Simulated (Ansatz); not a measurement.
CH₃GaO₂. Charge 0, multiplicity 1. The bonds changed during the relaxation, so this is another structure than the one it started from.

| atom | x (Å) | y (Å) | z (Å) |
| --- | --- | --- | --- |
| O1 | -1.746 | -1.435 | 1.394 |
| Ga2 | -1.800 | -0.753 | -0.289 |
| C3 | 1.132 | 0.875 | -0.770 |
| O4 | 0.677 | 0.258 | 0.155 |
| H5 | -0.968 | -1.287 | 1.936 |
| H6 | 0.570 | 1.006 | -1.713 |
| H7 | 2.134 | 1.337 | -0.714 |

Q: What are the harmonic wavenumbers in cm⁻¹ at PBE0-D4/def2-TZVP (Ansatz, finite differences of forces, unscaled)? (Estimate.)

A: Computed: 37, 67, 88, 152, 200, 274, 581, 638, 1216, 1266, 1522, 1830, 2936, 3015, 3898.

Q: Is this a minimum?

A: Yes, all 15 modes are real.

Q: Give the ideal-gas thermochemistry at 298.15 K and 1 bar (rigid rotor, harmonic oscillator; point group Cs, symmetry number 1).

A: Zero-point energy 106.0 kJ/mol; H(298) − E = 127.5 kJ/mol; entropy 365.4 J/(mol·K), of which translation 168.2, rotation 110.6, vibration 86.6; G(298) − E = 18.6 kJ/mol. Modes under 100 cm⁻¹ are hindered rotations or soft bends, so the harmonic entropy is rough.
